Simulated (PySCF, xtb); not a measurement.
H₅InO₃Si, SMILES [In]([OH])([O][SiH3])[OH].

xtb with GFN2-xTB at its own geometry gives an orbital gap of 2.25 eV and a dipole moment of 2.48 D.

Geometry optimised at PBE0-D3(BJ)/def2-SVP. The structure was generated by enumeration; whether it is a known compound was not checked. The def2 effective core potentials stand for the cores of In; spin–orbit coupling is left out. The values are those of a single conformer.

Q: What does PySCF with PBE/def2-TZVP give? (An estimate is asked for; the answer gives what the named calculation found.)

A: gap 3.71 eV (levels -6.93 and -3.21 eV), dipole 3.26 D.
